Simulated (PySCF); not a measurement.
**Highest orbital energy against ionisation energy along the 4p block**

Calculated with PySCF 2.14, no spin-orbit coupling. Each cell gives −ε(HOMO) / ΔSCF in eV; NIST values include spin-orbit coupling, (s) semi-empirical, (t) theoretical.

| species | UHF | LDA | PBE | PBE0 | r2SCAN | NIST (lowest levels) |
| --- | --- | --- | --- | --- | --- | --- |
| Ga²⁺ (aug-cc-pwCVDZ-PP with ECP10MDF, ECP) | 29.763 / 29.663 | 26.965 / 31.839 | 26.566 / 31.451 | 27.512 / 31.099 | 27.055 / 31.312 | 30.726 |
| Ge²⁺ (aug-cc-pwCVDZ-PP with ECP10MDF, ECP) | 32.450 / 32.206 | 29.569 / 34.761 | 29.141 / 34.302 | 30.194 / 33.965 | 29.522 / 34.038 | 34.058 |
| As²⁺ (aug-cc-pwCVDZ-PP with ECP10MDF, ECP) | 27.791 / 27.462 | 23.109 / 28.117 | 23.109 / 27.968 | 24.447 / 28.021 | 23.595 / 28.237 | 28.349 ± 0.012 |
| Se²⁺ (aug-cc-pwCVDZ-PP with ECP10MDF, ECP) | 31.426 / 30.976 | 26.203 / 31.619 | 26.188 / 31.451 | 27.684 / 31.536 | 26.732 / 31.752 | 31.697 ± 0.019 |
| Br²⁺ (aug-cc-pwCVDZ-PP with ECP10MDF, ECP) | 35.178 / 34.621 | 29.349 / 35.166 | 29.330 / 34.999 | 30.999 / 35.132 | 29.959 / 35.368 | 34.871 ± 0.019 |
| Kr²⁺ (aug-cc-pwCVDZ-PP with ECP10MDF, ECP) | 35.000 / 34.260 | 29.816 / 35.684 | 29.703 / 35.391 | 31.310 / 35.425 | 30.158 / 35.513 | 35.838 ± 0.02 |

**Question.** How far is −ε(HOMO) from ΔSCF on average for each method, and why?

**Answer.** UHF 0.40 eV; LDA -5.36 eV; PBE -5.25 eV; PBE0 -3.84 eV; r2SCAN -4.87 eV. Hartree-Fock orbital energies lack relaxation and so exceed the ΔSCF value; semilocal functionals have convex E(N) from self-interaction, so their HOMO lies far too high; exact exchange moves hybrids part of the way back.
